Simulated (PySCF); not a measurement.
4,4-difluorobuta-1,2-diene (C4H4F2), SMILES C=C=CC(F)F.

Geometry: r2SCAN-D4/def2-SVP. Other conformers were not sampled.

Two levels are set side by side: PBE/def2-TZVP (PySCF) and CAM-B3LYP/def2-TZVP (PySCF). Same geometry, gas phase. Differences are taken from unrounded values.

```tsv
quantity	CAM-B3LYP
orbital gap (eV)	10.35
highest occupied level (eV)	-9.61
lowest empty level (eV)	0.74
dipole moment (D)	2.69
mean polarisability (bohr³)	51.2
```

Question: What does PBE give, and how far is it from CAM-B3LYP? (An estimate is asked for; the answer gives what the named calculation found.)

Answer: 
| quantity | PBE | PBE minus CAM-B3LYP |
|---|---|---|
| orbital gap (eV) | 5.60 | -4.75 |
| highest occupied level (eV) | -7.02 | 2.59 |
| lowest empty level (eV) | -1.42 | -2.16 |
| dipole moment (D) | 2.39 | -0.30 |
| mean polarisability (bohr³) | 53.0 | 1.8 |

PBE's occupied levels lie high since its potential decays too fast outside the molecule; exact exchange lowers them and widens the gap. Loosely held outer electrons make PBE densities more polarisable. Differences between two approximate levels are no errors against the true value.

Rough cost on one machine, each run with all the roots and properties that it gave: CAM-B3LYP against PBE within a factor of 2.
